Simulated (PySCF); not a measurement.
(2S)-2-fluorobutane (C4H9F), SMILES CC[C@H](C)F. Atoms are numbered in the order given.

```xyz
14

C      1.5454    -1.2097    -0.6108
C      0.6865     0.0443    -0.7748
C     -0.1839     0.3721     0.4370
C     -1.2784    -0.6410     0.7299
F     -0.7874     1.6174     0.2102
H      2.2050    -1.3579    -1.4885
H      0.9291    -2.1257    -0.5049
H      2.1972    -1.1413     0.2854
H      1.3319     0.9286    -0.9608
H      0.0226    -0.0490    -1.6619
H      0.4695     0.4888     1.3351
H     -0.8504    -1.6266     1.0004
H     -1.9059    -0.2948     1.5741
H     -1.9297    -0.7733    -0.1583
```

The structure is a stationary point at PBE-D3(BJ)/def2-SVP. Other conformers were not sampled.

Calculation: PySCF with PBE0/pcSseg-1.

GIAO shieldings, no solvent; atoms listed in one row are averaged. δ = σ(ref) − σ: ¹³C against TMS (σ = 186.3 ppm); ¹⁹F against CFCl3 (σ = 167.2 ppm); ¹H against TMS (σ = 31.56 ppm), references at their B3LYP-D3(BJ)/def2-TZVP geometries, non-relativistic.

Computed chemical shifts:
```
nucleus          atoms  count  δ (ppm)
-------  -------------  -----  -------
¹³C                 C3      1     97.0
¹³C                 C2      1     36.4
¹³C                 C4      1     24.6
¹³C                 C1      1     15.0
¹⁹F                 F5      1   -192.0
¹H                 H11      1     4.82
¹H                  H9      1     2.38
¹H                 H10      1     1.84
¹H       H12, H13, H14      3     1.79
¹H          H6, H7, H8      3     1.36
```
